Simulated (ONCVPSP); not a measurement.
# Tm: excitation energies, all-electron against ONCV

* Element: thulium (Tm)
* Generator: ONCVPSP 4.0.1
* Type: optimised norm-conserving Vanderbilt (ONCV)
* Functional: PW91
* Relativity: scalar-relativistic
* Frozen core: [Kr] 4d10 4f12
* Valence charge: 11
* Reference configuration: 5s2 5p6 5d1 6s1 6p1
* Partial waves: 5s+6s: rc 2.00 bohr, ncon 3, nbas 7, qcut 7.4 1/bohr, 2 projectors; 5p+6p: rc 2.80 bohr, ncon 3, nbas 6, qcut 3.8 1/bohr, 2 projectors; 5d: rc 2.45 bohr, ncon 4, nbas 9, qcut 7.4 1/bohr, 1 projector
* Local potential: polynomial inside 1.30 bohr (lpopt 5, dvloc0 1 Ha)
* Core correction: Teter function, fcfact 3.5, rcfact 1.15

Energies are relative to the spin-unpolarised reference configuration 5s2 5p6 5d1 6s1 6p1; without spin polarisation the order of configurations can differ from experiment.

```csv
valence configuration,charge,ΔE all-electron (eV),error AE − PS (meV)
5s2 5p6 5d1 6s2 6p0,0,-3.273,+1.7
5s2 5p6 5d1 6s1 6p0,+1,3.923,0.0
5s2 5p6 5d1 6s0 6p0,+2,16.880,+5.4
```

Task: What are ΔE and the potential's error for 5s1 5p6 5d1 6s2 6p0?

Result: ΔE = 60.355 eV all-electron; the error (AE − PS) is -473 meV.

Levels in the configuration 5s2 5p6 5d1 6s1 6p0:

```
level  all-electron (eV)  pseudo (eV)
   5s            -64.354      -64.364
   5p            -37.069      -37.079
   5d             -8.098       -8.101
   6s             -9.979       -9.977
```

Note: no bound ghost flagged; GHOST(+) flagged for p at 107.3 eV, s at 117.2 eV.
